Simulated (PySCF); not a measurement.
## What PySCF settings do for RbSi⁺

Base input, run as `python input.py` with PySCF 2.14:

```python
from pyscf import gto, scf, mp

mol = gto.M(
    atom='Rb 0 0 0; Si 0 0 2.947',
    basis='def2-svp',
    ecp={'Rb': 'def2-svp'},
    charge=1,
    spin=0,
    verbose=4,
)
mf = scf.RHF(mol)
mf.kernel()
mp.MP2(mf, frozen=5).kernel()
mf.dip_moment()
print('orbital energies (hartree):', mf.mo_energy[..., max(0, mol.nelec[1]-3):mol.nelec[0]+3].round(4))
```

Base result: E(SCF) = -312.334551 Eh, 9 cycles, E(MP2) − E(SCF) = -0.10597 Eh. Stability towards an unrestricted solution was not tested. The bond length is a typed value, not an optimised one. The dipole of an ion depends on the origin.

Wall time 1 s on one thread of a shared host.

Each row names what differs from the base; energies in brackets are changes from the base.

| change | result |
| --- | --- |
| basis set: def2-svp → cc-pvdz-dk; core potential: on → off; spin-free X2C: off → on; frozen orbitals: 5 → 14 | E(SCF) = -3268.301713 Eh, 9 cycles, E(MP2) − E(SCF) = -0.07434 Eh |
| charge: 1 → 2; spin (2S): 0 → 1; SCF type: RHF → UHF [another spin of the ion may lie lower] | E(SCF) = -311.951557 Eh (+10.4218 eV), 10 cycles, E(MP2) − E(SCF) = -0.08379 Eh, ⟨S²⟩ = 0.762 |
| step after the SCF: mp2 → stability | E(SCF) = -312.334551 Eh (+0.0000 eV), 9 cycles, internal stable; real -> complex unstable; RHF/RKS -> UHF/UKS unstable |
| geometry: bond 2.947 → bond 5.894 [stretched restricted solution, likely unstable] | E(SCF) = -312.362335 Eh (-0.7560 eV), 9 cycles, E(MP2) − E(SCF) = -0.09809 Eh |
| spin-free X2C: off → on [unsound on purpose] | stops with NotImplementedError |
| functional: none (Hartree–Fock) → mn15l; SCF type: RHF → RKS; step after the SCF: mp2 → analyze | not converged: SCF after 50 cycles |
| geometry: bond 2.947 → bond 2.741 | E(SCF) = -312.301870 Eh (+0.8893 eV), 9 cycles, E(MP2) − E(SCF) = -0.10902 Eh |
| DIIS space: default → 4 | E(SCF) = -312.334551 Eh (+0.0000 eV), 9 cycles, E(MP2) − E(SCF) = -0.10597 Eh |
| functional: none (Hartree–Fock) → 0.5*hf+0.5*b88,lyp; SCF type: RHF → RKS; step after the SCF: mp2 → analyze | E(SCF) = -313.113767 Eh, 8 cycles |
| functional: none (Hartree–Fock) → tpss; SCF type: RHF → RKS; step after the SCF: mp2 → analyze | not converged: SCF after 50 cycles |
| basis set: def2-svp → ano-rcc-vdzp; core potential: on → off; spin-free X2C: off → on; frozen orbitals: 5 → 14 | E(SCF) = -3268.313212 Eh, 9 cycles, E(MP2) − E(SCF) = -0.19776 Eh |
| basis set: def2-svp → tzvp-def2; core potential: on → off [unsound on purpose] | stops with BasisNotFoundError (tzvp-def2) |
| functional: none (Hartree–Fock) → b3lyp5; SCF type: RHF → RKS; step after the SCF: mp2 → analyze | E(SCF) = -313.101750 Eh, 8 cycles |
| initial guess: minao → 1e | E(SCF) = -312.332431 Eh (+0.0577 eV), 10 cycles, E(MP2) − E(SCF) = -0.10349 Eh |
| length unit: angstrom → bohr [unsound on purpose] | E(SCF) = -311.627984 Eh (+19.2267 eV), 9 cycles, E(MP2) − E(SCF) = -0.11580 Eh |
| geometry: bond 2.947 → bond 0.5 [unsound on purpose] | E(SCF) = -272.988672 Eh, 11 cycles, E(MP2) − E(SCF) = -0.11828 Eh |
| basis set: def2-svp → jorge-dzp; core potential: on → off; frozen orbitals: 5 → 14 | E(SCF) = -3226.689790 Eh, 9 cycles, E(MP2) − E(SCF) = -0.17855 Eh |
| geometry: bond 2.947 → bond 4.421 [stretched restricted solution, likely unstable] | E(SCF) = -312.371346 Eh (-1.0013 eV), 9 cycles, E(MP2) − E(SCF) = -0.09894 Eh |

Order these changes by how far they move the SCF energy from the base, largest first: (1) geometry: bond 2.947 → bond 2.741; (2) geometry: bond 2.947 → bond 4.421; (3) geometry: bond 2.947 → bond 5.894; (4) initial guess: minao → 1e.

(2) -1.0013 eV, (1) +0.8893 eV, (3) -0.7560 eV, (4) +0.0577 eV.
